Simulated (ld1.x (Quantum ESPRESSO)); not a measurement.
**Tm, RRKJ: configuration errors across variants**

Tm (Z = 69), norm-conserving RRKJ (Kleinman–Bylander form), made with ld1.x (Quantum ESPRESSO) 7.5 (LDA (PZ), scalar-relativistic). Core [Kr] 4d10 4f13, reference 5s2 5p6 5d0.5 6s1.5 6p0. Waves: 5p (bound): rc 2.45 bohr; 5d (bound): rc 3.40 bohr; 5s (bound): rc 2.15 bohr. Local part: the s channel. Core correction: none. rho0 = 0.01.

Occupied shells without a wave of their own: 6s. They enter only through the test configuration that unscreens the potential.

All-electron excitation energies from the reference (eV): (1) 5s2 5p6 5d0 6s2 6p0 -1.551; (2) 5s2 5p6 5d0 6s1 6p0 5.130; (3) 5s2 5p6 5d0 6s0 6p0 17.443; (4) 5s1 5p6 5d0 6s2 6p0 58.129; (5) 5s2 5p5 5d0 6s2 6p0 31.044; (6) 5s2 5p6 5d0 6s0 6p2 4.627; (7) 5s2 5p6 5d1 6s0 6p0 7.871.

For the base: The 6s level has no wave, so the channel is fitted at the deeper level alone: the likely source of the large errors.

On the changes marked as counting shells twice: ld1.x takes every shell without a wave as core, so the model core holds the marked electrons as well and exchange and correlation see them twice. This cancels in the reference configuration, but the file is broken for other ones, and its errors say nothing about a proper core correction.

3 further variants failed, have other tests or another functional or relativity, and are left out.

The file “base” misses its own reference levels by 1.4 eV. The file “wave 5d (bound): rc 3.40 bohr becomes 5d (bound): rc 4.24 bohr” misses its own reference levels by 1.3 eV. The file “local potential all-electron potential smoothed inside 2.60 bohr (lloc = -2)” misses its own reference levels by 0.3 eV. The file “wave 5s (bound): rc 2.15 bohr becomes 5s (bound): rc 1.70 bohr” misses its own reference levels by 0.4 eV. The file “wave 5p (bound): rc 2.45 bohr becomes 5p (bound): rc 3.28 bohr” misses its own reference levels by 1.4 eV. The file “core correction a·sin(br)/r model core inside 1.98 bohr (6s counted twice)” misses its own reference levels by 1.4 eV. The file “all radii scaled by about 0.78 (s 1.68, p 1.92, d 2.66 bohr)” misses its own reference levels by 0.3 eV.

Errors AE − PS in meV (a dash: test not solved or not reliable):

```tsv
change	(1)	(2)	(3)	(4)	(5)	(6)	(7)	bound ghosts
base	+722	-895	-3827	+987	+1222	-2968	-2718	none
wave 5d (bound): rc 3.40 bohr becomes 5d (bound): rc 4.24 bohr	+717	-872	-3756	+1081	+1301	-2914	-2778	none
local potential all-electron potential smoothed inside 2.60 bohr (lloc = -2)	-169	+223	+912	-1082	-843	+462	+651	none
wave 5s (bound): rc 2.15 bohr becomes 5s (bound): rc 1.70 bohr	+190	-273	-1073	-277	-38	-661	-687	none
wave 5p (bound): rc 2.45 bohr becomes 5p (bound): rc 3.28 bohr	+722	-898	-3846	+1032	+1418	-2952	-2717	none
type TM; local potential all-electron potential smoothed inside 1.80 bohr (lloc = -1); rho0 0	+134	-201	-793	-481	-128	-471	-486	none
core correction a·sin(br)/r model core inside 1.98 bohr (6s counted twice)	+717	-1029	-4471	+906	+1142	-3155	-2899	none
all radii scaled by about 0.78 (s 1.68, p 1.92, d 2.66 bohr)	+157	-235	-910	-420	-130	-567	-566	none
```

**Question.** Give the same row for: all radii scaled by about 0.93 (s 2.00, p 2.28, d 3.16 bohr).

**Answer.** +496, -703, -2831, +331, +577, -1962, -1891; bound ghosts: none.
